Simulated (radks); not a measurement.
Problem. The mean radii <r> (bohr) of the occupied orbitals of an atom or ion are listed with their occupations. Method: scalar-relativistic Kohn-Sham, PBE, spin-unpolarised, spherical densities, point nucleus; computed with a radial shooting solver on a logarithmic mesh with Libxc functionals.

orbital  occ.      <r>
1s          2  0.03185
2s          2   0.1383
2p          6   0.1206
3s          2   0.3793
3p          6   0.3787
3d         10   0.3576
4s          2   0.9383
4p          6    1.025
4d          7    1.328
5s          1    2.520

Name the element and its charge.

Solution. Z = 46, palladium, charge +2: Pd2+ in [Kr] 4d7 5s1. The 1s radius gives Z: for a bare nucleus <r> = (2 gamma + 1)/(2Z) with gamma = sqrt(1 - (Z/c)^2), 0.03135 bohr for Z = 46, and screening makes it slightly larger (0.03185 here). The occupations add up to 44, and the charge is Z minus that.
